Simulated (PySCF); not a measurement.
C4H2N2, SMILES C#C/C=N/C#N.

The structure is a stationary point at PBE0-D3(BJ)/def2-SVP. The structure was generated by enumeration; whether it is a known compound was not checked.

Method: PBE/def2-TZVP run with PySCF.

Gas-phase values at a fixed geometry.

Computed frontier levels, gap, dipole moment and polarisability:
| Quantity | Result |
|---|---|
| highest occupied level | -7.15 eV |
| lowest empty level | -4.03 eV |
| orbital gap | 3.12 eV |
| dipole moment | 5.27 D |
| quadrupole, principal values (traceless, Buckingham form, about the centre of nuclear charge) | -2.63, 1.02, 1.61 D·Å |
| mean static polarisability | 66.5 bohr³ (9.86 Å³) |
| polarisability, principal values | 31.5, 39.2, 129.0 bohr³ |
